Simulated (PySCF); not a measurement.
## How good is the calculation?

Bonds (- single, = double, # triple, : aromatic): C1=C2 1.338 Å, C2-C3 1.468 Å, C3:C4 1.403 Å, C4:C5 1.390 Å, C5:N6 1.333 Å, N6:C7 1.329 Å, C7:C8 1.394 Å, C8:C3 1.401 Å. C1 carries H9, H10; C2 carries H11; C4 carries H12; C5 carries H13; C7 carries H14; C8 carries H15. H10 is cis to C3; H9 is trans to C3.

Published estimates (parent shift plus substituent increments) and measurements: δ $^{1}$H H11 6.61; H10 5.91; H9 5.42 ppm (measured; solution, not stated per compound (mostly CDCl3 or CCl4); Pretsch, Buehlmann, Badertscher, Structure Determination of Organic Compounds, 4th ed. (2009)).
δ $^{13}$C C5/C7 150.1; C3 144.3; C4/C8 120.7; δ $^{1}$H H13/H14 8.47; H12/H15 7.17 ppm (estimated from measurements, as parent shift plus tabulated substituent increment; solution, not stated per compound (mostly CDCl3 or CCl4); Pretsch, Buehlmann, Badertscher, Structure Determination of Organic Compounds, 4th ed. (2009)). Coupling constants: $^{3}J$(H11,H9) (cis) 10.8 Hz, $^{3}J$(H11,H10) (trans) 17.6 Hz, $^{2}J$(H9,H10) 0.7 Hz.

Computational details: spin–spin couplings from B3LYP/pcJ-1 (spin–dipole term only in couplings to heteroatoms), shieldings: GIAO KT3/pcSseg-1, PBE0-D3(BJ)/def2-SVP structure, in PySCF 2.14.0 with density-fitted response routines (single conformer, no solvent, fast rotation and ring inversion assumed for equivalent nuclei, non-relativistic Hamiltonian).

(1) What does the calculation give, and how does it compare?

(2) How far are the unscaled $^{1}$H shifts from the references?

(3) How far are the unscaled $^{13}$C shifts from the references?

## Answers

(1) 
Reference values: measured (solution, not stated per compound (mostly CDCl3 or CCl4); Pretsch, Buehlmann, Badertscher, Structure Determination of Organic Compounds, 4th ed. (2009)).
| atoms | quantity | reference | computed |
| --- | --- | --- | --- |
| H11 | δ $^{1}$H | 6.61 | 6.29 |
| H10 | δ $^{1}$H | 5.91 | 6.21 |
| H9 | δ $^{1}$H | 5.42 | 5.43 |

Reference values: estimated from measurements, as parent shift plus tabulated substituent increment (solution, not stated per compound (mostly CDCl3 or CCl4); Pretsch, Buehlmann, Badertscher, Structure Determination of Organic Compounds, 4th ed. (2009)).
```
  atoms    quantity  reference  computed
  C5/C7  δ $^{13}$C      150.1     143.1
     C3  δ $^{13}$C      144.3     133.9
  C4/C8  δ $^{13}$C      120.7     113.5
H13/H14   δ $^{1}$H       8.47      8.42
H12/H15   δ $^{1}$H       7.17      6.79
```

Computed shifts are σ(ref) − σ with the named reference compound (TMS for H and C) calculated as an isolated molecule at the same level.

Coupling constants in Hz:
```tsv
coupling	reference	computed	source
$^{3}J$(H11,H9) cis	10.8	12.3	measured; solution (compiled); Pretsch, Buehlmann, Badertscher, Structure Determination of Organic Compounds, 4th ed., Springer 2009
$^{3}J$(H11,H10) trans	17.6	19.0	measured; solution (compiled); Pretsch, Buehlmann, Badertscher, Structure Determination of Organic Compounds, 4th ed., Springer 2009
$^{2}J$(H9,H10)	0.7	0.6	measured; solution (compiled); Pretsch, Buehlmann, Badertscher, Structure Determination of Organic Compounds, 4th ed., Springer 2009
```

(2) Mean signed difference -0.09 ppm, mean absolute 0.21 ppm over 5 comparisons; the largest is -0.38 ppm at H12/H15 (hydrogen on an aromatic CH).

(3) Mean signed difference -8.20 ppm, mean absolute 8.20 ppm over 3 comparisons; the largest is -10.4 ppm at C3 (substituted aromatic carbon).

11 of the 19 published NMR values on file for this molecule are compared.

Unscaled 3J(H,H) at this level run about 10 % above measured values.
